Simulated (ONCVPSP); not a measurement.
**Ranking ONCV potentials for Br**

All share these settings but for the change named:

ONCVPSP 4.0.1 input, shortened (lines: element, Z, core and valence counts, functional; n l f; lmax; l rc ep ncon nbas qcut; lloc lpopt rc5 dvloc0; l nproj debl; icmod fcfact rcfact), LDA (Perdew-Zunger), scalar-relativistic:

```
  Br 35.00    6    2        3      upf
    1    0    2.00
    2    0    2.00
    2    1    6.00
    3    0    2.00
    3    1    6.00
    3    2   10.00
    4    0    1.50
    4    1    5.50
    1
    0    1.45    0.00    4    7    3.80
    1    1.25    0.00    4    8    6.50
    4    5    1.15    2.00
    0    1    2.30
    1    2    2.50
    2    0.55    0.95
```

Cutoff: the first of the cutoffs (Ha) at which the residual kinetic energy of the hardest occupied pseudo-wave falls to 1 and 0.1 mHa per electron; the density cutoff is not measured.

The base gives 46 Ha.

Of 9 variants that were run, those that failed, showed a ghost or another fault, or gave nearly equal values are left out.

Question: Rank these variants from softest to hardest (loose cutoff).
A. all radii but the core radius scaled by about 1.20 (s 1.74, p 1.50 bohr); local potential polynomial inside 1.38 bohr (lpopt 5, dvloc0 2 Ha)
B. all radii but the core radius scaled by about 1.12 (s 1.62, p 1.40 bohr); local potential polynomial inside 1.28 bohr (lpopt 5, dvloc0 2 Ha)
C. all radii but the core radius scaled by about 1.30 (s 1.90, p 1.62 bohr); local potential polynomial inside 1.50 bohr (lpopt 5, dvloc0 2 Ha)

Answer: C (24 Ha), A (32 Ha), B (38 Ha).
